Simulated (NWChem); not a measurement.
A series in which one site is exchanged, each optimised at PBE0/def2-SVP with NWChem, gas phase unless a solvent is named. def2 effective core potentials on I, Cs; no spin-orbit coupling.

A: [I][Cs] (CsI; site = I)
B: [Br][Cs] (CsBr; site = Br)
C: [Cl][Cs] (CsCl; site = Cl)
D: [F][Cs] (CsF; site = F)

### Question
Rank them by dipole (D), PBE0/def2-SVP, lowest first.

### Answer
D (7.69), C (9.94), B (10.81), A (11.84)
